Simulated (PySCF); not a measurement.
PySCF job for Si(I)(NH2) (H2INSi), SMILES N[Si]I (connectivity only; charge and spin as stated), neutral, multiplicity 1, TDDFT-ωB97X/def2-SVPD. Geometry: B3LYP-D3(BJ)/def2-TZVP. The def2 effective core potentials stand for the cores of I; spin–orbit coupling is left out. The values are those of a single conformer.

```python
import numpy as np
from pyscf import gto, scf, dft, tdscf

mol = gto.M(
    atom='''
    Si    0.74998786    1.58324685    0.00000000
    I    -0.04844853   -0.82817454    0.00000000
    N    -0.77334017    2.35223637    0.00000000
    H    -1.67725136    1.90127513    0.00000000
    H    -0.84142557    3.36086477    0.00000000
    ''',
    basis='def2-SVPD',
    ecp={'I': 'def2-svp'},
    charge=0,
    spin=0,
    symmetry=True,
    max_memory=1600,
    verbose=4,
)
mf = dft.RKS(mol, xc='wb97x').density_fit(auxbasis='def2-universal-jkfit')
mf.grids.level = 3
mf.conv_tol = 1e-9
mf.max_cycle = 100
mf.kernel()
mf.grids = dft.Grids(mol).set(level=1).build(with_non0tab=True)  # coarser grid for the response kernel
td = tdscf.TDDFT(mf)
td.singlet = True
td.nstates = 10
td.conv_tol = 1e-4
td.kernel(x0=td.get_init_guess(mf, 15))
td.analyze()
tt = tdscf.TDA(mf)
tt.singlet = False
tt.nstates = 4
tt.conv_tol = 1e-4
tt.kernel(x0=tt.get_init_guess(mf, 9))
tt.analyze(verbose=3)
```

Program output:

```
PySCF version 2.14.0

[INPUT] verbose = 4
[INPUT] num. atoms = 5
[INPUT] num. electrons = 48
[INPUT] charge = 0
[INPUT] spin (= nelec alpha-beta = 2S) = 0
[INPUT] symmetry True subgroup None
[INPUT] Mole.unit = angstrom
[INPUT] Symbol           X                Y                Z      unit          X                Y                Z       unit  Magmom
[INPUT]  1 Si     0.749987860000   1.583246850000   0.000000000000 AA    1.417271652149   2.991902934080   0.000000000000 Bohr   0.0
[INPUT]  2 I     -0.048448530000  -0.828174540000   0.000000000000 AA   -0.091554452838  -1.565023063938   0.000000000000 Bohr   0.0
[INPUT]  3 N     -0.773340170000   2.352236370000   0.000000000000 AA   -1.461401122425   4.445082519541   0.000000000000 Bohr   0.0
[INPUT]  4 H     -1.677251360000   1.901275130000   0.000000000000 AA   -3.169545712454   3.592889283147   0.000000000000 Bohr   0.0
[INPUT]  5 H     -0.841425570000   3.360864770000   0.000000000000 AA   -1.590063881506   6.351113956999   0.000000000000 Bohr   0.0

nuclear repulsion = 152.736007004521
point group symmetry = Cs
symmetry origin: [-4.22701892e-09 -5.71890810e-09  0.00000000e+00]
symmetry axis x: [ 1.00000000e+00 -3.05100833e-09  0.00000000e+00]
symmetry axis y: [3.05100833e-09 1.00000000e+00 0.00000000e+00]
symmetry axis z: [0. 0. 1.]
num. orbitals of irrep A' = 67
num. orbitals of irrep A" = 28
number of shells = 39
number of NR pGTOs = 162
number of NR cGTOs = 95
basis = def2-SVPD
ecp = {'I': 'def2-svp'}


[settings echo left out]
init E= -611.514223406318
HOMO (A") = -0.633138182175597  LUMO (A') = -0.459346415421173  gap/eV = 4.72911
cycle= 1 E= -641.405737694134  delta_E= -29.9  |g|= 2.89  |ddm|= 9.22
HOMO (A') = -0.00948471430672994  LUMO (A') = 0.0459008193175287  gap/eV = 1.50712
cycle= 2 E= -638.18473684149  delta_E= 3.22  |g|= 3.03  |ddm|= 33.6
HOMO (A") = -0.224728874260278  LUMO (A') = -0.0403401206744079  gap/eV = 5.01747
cycle= 3 E= -642.437590732156  delta_E= -4.25  |g|= 1.19  |ddm|=   33
HOMO (A') = -0.296726346409042  LUMO (A") = -0.0629547170208156  gap/eV = 6.36125
cycle= 4 E= -643.030360013139  delta_E= -0.593  |g|= 0.391  |ddm|= 1.88
HOMO (A') = -0.300691523138848  LUMO (A") = -0.0175643151422289  gap/eV = 7.70428
cycle= 5 E= -643.077102699597  delta_E= -0.0467  |g|= 0.212  |ddm|= 0.831
HOMO (A') = -0.325168220388058  LUMO (A") = 0.00436389462962339  gap/eV = 8.96703
cycle= 6 E= -643.088968338237  delta_E= -0.0119  |g|= 0.0406  |ddm|= 0.262
HOMO (A') = -0.332852795222906  LUMO (A") = 0.000396691302320562  gap/eV = 9.06818
cycle= 7 E= -643.089740150489  delta_E= -0.000772  |g|= 0.0142  |ddm|= 0.0962
HOMO (A') = -0.332484070699517  LUMO (A") = 0.0025773918267058  gap/eV = 9.11749
cycle= 8 E= -643.089911039457  delta_E= -0.000171  |g|= 0.00388  |ddm|= 0.0514
HOMO (A') = -0.33303095378894  LUMO (A") = 0.00206178084005604  gap/eV = 9.11834
cycle= 9 E= -643.08992479315  delta_E= -1.38e-05  |g|= 0.00101  |ddm|= 0.0163
HOMO (A') = -0.333035438843957  LUMO (A") = 0.00208143877908906  gap/eV = 9.11899
cycle= 10 E= -643.08992604867  delta_E= -1.26e-06  |g|= 0.000354  |ddm|= 0.00479
HOMO (A') = -0.333004581537602  LUMO (A") = 0.00209673045837633  gap/eV = 9.11857
cycle= 11 E= -643.089926234799  delta_E= -1.86e-07  |g|= 0.000101  |ddm|= 0.00196
HOMO (A') = -0.333002955653834  LUMO (A") = 0.00210520518459134  gap/eV = 9.11876
cycle= 12 E= -643.089926250807  delta_E= -1.6e-08  |g|= 2.94e-05  |ddm|= 0.00056
HOMO (A') = -0.33300354557138  LUMO (A") = 0.00210577744075824  gap/eV = 9.11879
cycle= 13 E= -643.08992625188  delta_E= -1.07e-09  |g|= 9.16e-06  |ddm|= 0.000132
HOMO (A') = -0.333002451074645  LUMO (A") = 0.00210541010345366  gap/eV = 9.11875
cycle= 14 E= -643.089926251977  delta_E= -9.67e-11  |g|= 2.77e-06  |ddm|= 3.22e-05
HOMO (A') = -0.333002667466946  LUMO (A") = 0.00210537138513534  gap/eV = 9.11875
Extra cycle  E= -643.089926251983  delta_E= -6.03e-12  |g|= 1.31e-06  |ddm|= 8.27e-06
converged SCF energy = -643.089926251983
tot grids = 24504


******** <class 'pyscf.tdscf.rks.TDDFT'> for <class 'pyscf.df.df_jk.DFSymAdaptedRKS'> ********
nstates = 10 singlet
deg_eia_thresh = 1.000e-03
wfnsym = None
conv_tol = 0.0001
eigh lindep = 1e-12
eigh level_shift = 0
eigh max_cycle = 100


Excitation energies (eV)
[3.98202784 4.96229259 5.03701435 5.59637984 5.77014401 6.22379492
 6.61395591 6.98813695 7.0800104  7.22112258]

** Singlet excitation energies and oscillator strengths **
Excited State   1:   A"      3.98203 eV    311.36 nm  f=0.0217
      22 -> 25       -0.13747
      24 -> 25       -0.69108
Excited State   2:   A"      4.96229 eV    249.85 nm  f=0.0031
      22 -> 25        0.68765
      24 -> 25       -0.13458
Excited State   3:   A'      5.03701 eV    246.15 nm  f=0.0024
      23 -> 25       -0.63777
      24 -> 26        0.28016
Excited State   4:   A'      5.59638 eV    221.54 nm  f=0.2247
      22 -> 26       -0.28435
      22 -> 27       -0.11588
      23 -> 25        0.22031
      24 -> 26        0.56075
Excited State   5:   A"      5.77014 eV    214.87 nm  f=0.0046
      23 -> 26        0.67380
      23 -> 31        0.12757
Excited State   6:   A'      6.22379 eV    199.21 nm  f=0.4590
      22 -> 26       -0.61466
      23 -> 25       -0.14847
      24 -> 26       -0.23327
      24 -> 28        0.10148
Excited State   7:   A'      6.61396 eV    187.46 nm  f=0.0091
      21 -> 25        0.41632
      24 -> 27        0.45775
      24 -> 28       -0.10092
      24 -> 31        0.22527
      24 -> 32       -0.11117
Excited State   8:   A'      6.98814 eV    177.42 nm  f=0.0166
      21 -> 25        0.28652
      22 -> 27       -0.15827
      24 -> 28        0.46939
      24 -> 29        0.25414
      24 -> 31       -0.27844
Excited State   9:   A'      7.08001 eV    175.12 nm  f=0.1987
      21 -> 25       -0.46470
      24 -> 27        0.43408
      24 -> 28        0.15771
      24 -> 29        0.14748
      24 -> 32       -0.11670
Excited State  10:   A"      7.22112 eV    171.70 nm  f=0.0144
      20 -> 25       -0.29639
      21 -> 26       -0.23363
      23 -> 27        0.53171
      23 -> 28        0.14376
      23 -> 29        0.10128
      23 -> 32       -0.13057

** Transition electric dipole moments (AU) **
state          X           Y           Z        Dip. S.      Osc.
  1         0.0000     -0.0000      0.4714      0.2222      0.0217
  2         0.0000     -0.0000     -0.1598      0.0255      0.0031
  3         0.1293     -0.0546     -0.0000      0.0197      0.0024
  4         0.4063      1.2139     -0.0000      1.6386      0.2247
  5        -0.0000     -0.0000      0.1802      0.0325      0.0046
  6        -0.3884     -1.6909     -0.0000      3.0099      0.4590
  7         0.0792     -0.2238      0.0000      0.0564      0.0091
  8        -0.1441      0.2757      0.0000      0.0968      0.0166
  9         1.0418     -0.2457      0.0000      1.1456      0.1987
 10         0.0000      0.0000      0.2850      0.0812      0.0144

WARN: ECP detected. Skipping calculation of transition velocity and magnetic dipole moments, which have not yet been implemented.



******** <class 'pyscf.tdscf.rks.TDA'> for <class 'pyscf.df.df_jk.DFSymAdaptedRKS'> ********
nstates = 4 triplet
deg_eia_thresh = 1.000e-03
wfnsym = None
conv_tol = 0.0001
eigh lindep = 1e-12
eigh level_shift = 0
eigh max_cycle = 100


Excitation energies (eV)
[2.71751346 4.26392412 4.51737091 4.8332886 ]

** Triplet excitation energies and oscillator strengths **
Excited State   1:   A"      2.71751 eV    456.24 nm  f=0.0000
Excited State   2:   A'      4.26392 eV    290.77 nm  f=0.0000
Excited State   3:   A'      4.51737 eV    274.46 nm  f=0.0000
Excited State   4:   A"      4.83329 eV    256.52 nm  f=0.0000
```

The run converged.
